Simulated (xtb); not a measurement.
Job for xtb: GFN2-xTB on CH4GeO (SMILES C[O][GeH]), a point of a bond scan (R = 0.874 Å).

```
$ xtb mol.xyz --gfn 2 --sp --chrg 0 --uhf 0
7

Ge    -0.30918050    -0.44039023     0.61326825
H     -1.33900548    -0.76161549    -0.60195871
O      0.73619976     0.65343866    -0.33645061
C      0.60186979     1.03364415    -1.69533265
H      0.52013642     1.90276077    -1.74435724
H      1.50211160     0.74097812    -2.24155643
H     -0.26984991     0.56371050    -2.16085477
```

Give the final energy of this run.

-10.1525 hartree.
